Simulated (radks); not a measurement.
Neutral lutetium inside a hard spherical wall (all orbitals vanish at R), configuration held at [Xe] 4f14 5d1 6s2 and not refilled when levels cross. Calculated with a radial shooting solver on a logarithmic mesh with Libxc functionals: scalar-relativistic Kohn-Sham, LDA (Slater exchange, Perdew-Wang correlation), spin-polarised, spherical densities, point nucleus; open shells are filled with parallel spins first (spin-orbit coupling, left out, can overturn this in heavy ions). Eigenvalues in eV for spin up, with the zero of energy where the potential of the charges vanishes at infinity; a dash marks a level that is unbound or too diffuse for the functional's potential to be trusted. A positive occupied level is held by the wall or, in an anion where self-interaction has pushed it up, behind a barrier. The pressure on the wall is -dE/dV.

[
 {"R (bohr)": "free", "E (hartree)": "-14554.5265", "kinetic (hartree)": "15901.793", "e(5p)": "-31.898", "e(4f)": "-9.792", "e(6s)": "-4.965", "e(5d)": "-2.095", "e(6p, empty)": "-1.481", "e(7s, empty)": "-0.124", "pressure (GPa)": "0"},
 {"R (bohr)": "20", "E (hartree)": "-14554.5265", "kinetic (hartree)": "15901.793", "e(5p)": "-31.898", "e(4f)": "-9.792", "e(6s)": "-4.965", "e(5d)": "-2.095", "e(6p, empty)": "-1.481", "e(7s, empty)": "-0.037", "pressure (GPa)": "< 0.0001"},
 {"R (bohr)": "10", "E (hartree)": "-14554.5251", "kinetic (hartree)": "15901.806", "e(5p)": "-31.778", "e(4f)": "-9.669", "e(6s)": "-4.882", "e(5d)": "-1.990", "e(6p, empty)": "-1.257", "e(7s, empty)": "1.914", "pressure (GPa)": "0.0331"},
 {"R (bohr)": "7", "E (hartree)": "-14554.4968", "kinetic (hartree)": "15901.981", "e(5p)": "-30.784", "e(4f)": "-8.652", "e(6s)": "-4.036", "e(5d)": "-1.087", "e(6p, empty)": "0.325", "e(7s, empty)": "8.210", "pressure (GPa)": "1.45"},
 {"R (bohr)": "6", "E (hartree)": "-14554.4437", "kinetic (hartree)": "15902.238", "e(5p)": "-29.726", "e(4f)": "-7.554", "e(6s)": "-2.890", "e(5d)": "-0.052", "e(6p, empty)": "2.232", "e(7s, empty)": "14.382", "pressure (GPa)": "5.55"},
 {"R (bohr)": "5", "E (hartree)": "-14554.2900", "kinetic (hartree)": "15902.871", "e(5p)": "-27.827", "e(4f)": "-5.535", "e(6s)": "-0.176", "e(5d)": "2.019", "e(6p, empty)": "6.488", "e(7s, empty)": "26.759", "pressure (GPa)": "23.8"},
 {"R (bohr)": "4", "E (hartree)": "-14553.7926", "kinetic (hartree)": "15904.738", "e(5p)": "-24.259", "e(4f)": "-1.541", "e(6s)": "7.150", "e(5d)": "6.567", "e(6p, empty)": "17.205", "e(7s, empty)": "54.623", "pressure (GPa)": "130"},
 {"R (bohr)": "3.5", "E (hartree)": "-14553.1375", "kinetic (hartree)": "15907.180", "e(5p)": "-20.985", "e(4f)": "2.272", "e(6s)": "15.627", "e(5d)": "11.141", "e(6p, empty)": "28.828", "e(7s, empty)": "82.354", "pressure (GPa)": "358"},
 {"R (bohr)": "3", "E (hartree)": "-14551.6651", "kinetic (hartree)": "15912.679", "e(5p)": "-15.134", "e(4f)": "9.079", "e(6s)": "32.521", "e(5d)": "19.506", "e(6p, empty)": "50.612", "e(7s, empty)": "130.96", "pressure (GPa)": "1150"},
 {"R (bohr)": "2", "E (hartree)": "-14536.4062", "kinetic (hartree)": "15965.385", "e(5p)": "27.558", "e(4f)": "51.543", "e(6s)": "161.13", "e(5d)": "77.813", "e(6p, empty)": "199.09", "e(7s, empty)": "426.56", "pressure (GPa)": "23300"}
]
